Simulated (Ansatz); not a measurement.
Relaxation of BFGaH$_{3}$ (6 atoms, charge 0, multiplicity 1), to a largest force component of 0.02 eV/Å in at most 50 steps.

Theory: Ansatz 0.2.0, RKS PBE0/def2-SVP.

```xyz
6
Properties=species:S:1:pos:R:3
B -0.786 0.491 -0.717
Ga 0.606 -0.141 0.709
F 1.109 -1.791 0.292
H -1.916 0.227 -0.593
H -0.429 0.987 -1.712
H 1.415 0.228 2.021
```

Where does it end, and by what steps?

The run converged. After 5 steps the energy has fallen by 0.086 eV; H6 moved furthest, 0.16 Å.

```tsv
step	energy less start (eV)	largest force component (eV/Å)	accepted
0	0.0000	1.040	yes
1	-0.0683	0.347	yes
2	-0.0787	0.218	yes
3	-0.0847	0.103	yes
4	-0.0858	0.070	yes
5	-0.0861	0.016	yes
```

```xyz
6
Properties=species:S:1:pos:R:3
B -0.763 0.461 -0.706
Ga 0.628 -0.257 0.665
F 1.202 -1.897 0.334
H -1.951 0.298 -0.547
H -0.424 1.066 -1.696
H 1.309 0.330 1.950
```

Whether the end is a true minimum wasn't checked by a vibrational analysis.

Run time: 15 s on 1 thread of Arm Neoverse V2, with other jobs on the host, peak memory 0.14 GiB.
